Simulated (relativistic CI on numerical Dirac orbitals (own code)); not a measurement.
**Crystal-field levels of Ru²⁺, 4d6**

Calculated by Dirac-Coulomb-Breit CI, separate exchange-only KLI orbitals for each configuration, model QED, valence Slater integrals scaled by 0.8, one configuration in a parametric crystal field (own radial code).

Field parameters in Wybourne normalisation: Oh B⁴₀ = 21Dq, B⁴₄ = √(5/14) B⁴₀. The field is a parameter set, without covalency.

S is read from ⟨S²⟩ = S(S + 1).

Levels (cm⁻¹, degeneracy): 0 (3), 317 (2), 418 (3), 719 (1), 1046 (3), 1134 (3), 3631 (1), 6315 (2), 6514 (3), 7382 (3), 8787 (1), 9370 (3).

**Question.** Which field gives this pattern?
A. Oh, 10Dq = 32500 cm⁻¹
B. Oh, 10Dq = 36550 cm⁻¹
C. Oh, 10Dq = 9550 cm⁻¹
D. Oh, 10Dq = 30050 cm⁻¹

**Answer.** C. Oh, 10Dq = 9550 cm⁻¹, ground level with S = 1.99.
